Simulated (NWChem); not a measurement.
# N-methylmethanimine (C2H5N); SMILES C=NC

All runs: NWChem. All runs use the structure optimised with PBE0/def2-SVP.

Predict the results for PBE/def2-SVP. Quantities: highest occupied level (eV); orbital gap (eV); dipole (D).


```yaml
highest occupied level (eV): -5.59
orbital gap (eV): 4.41
dipole (D): 1.26
```
